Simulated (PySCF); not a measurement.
Question: Give a PBE0-D3(BJ)/def2-SVP geometry of `O=C(O)[C@H]1[CH]OC=C1` [radical]. (Doublet state.)

Answer: 
Z-matrix in Å and degrees, rows numbered from 1:
```
O 
C   1  1.2014
O   2  1.3365  1  123.27
C   2  1.5271  1  123.81  3  -176.92
C   4  1.4998  2  110.71  1    90.69
O   5  1.3617  4  111.01  2   118.01
C   6  1.3616  5  107.12  4     5.03
C   7  1.3370  6  113.54  5    -2.94
H   3  0.9700  2  106.36  1    -0.59
H   4  1.1083  2  104.62  1   -30.22
H   5  1.0876  4  129.10  2   -41.50
H   7  1.0888  6  115.25  5   177.20
H   8  1.0877  4  125.42  2    62.78
```

O6 (oxygen bonded to 2 C) is bent (angle 107.1°). C5 (carbon bonded to C, O and H) is almost planar (angles 129.1°, 116.9° and 111.0°, sum 357.0°, 0.13 Å off the plane of its three neighbours). C8 (carbon bonded to 2 C and H) is planar (angles 126.3°, 125.4° and 108.3°, sum 360.0°, 0.01 Å off the plane of its three neighbours). The 5-membered ring C4–C5–O6–C7–C8 has internal angles of 99.8° to 113.5°; it is almost planar, 0.02 Å rms from its mean plane, widest ring torsion 5°.

Method used: PBE0-D3(BJ)/def2-SVP geometry optimisation, gas phase in PySCF.

Point group: C1 (no symmetry element, even within 0.4 Å). Whether it is a minimum is left open (no frequencies). ⟨S²⟩ = 0.757 (exact for a doublet: 0.75). Torsions: O1–C2–O3–H -1°, O1–C2–C4–C5 91°.

One conformer stands for the species.
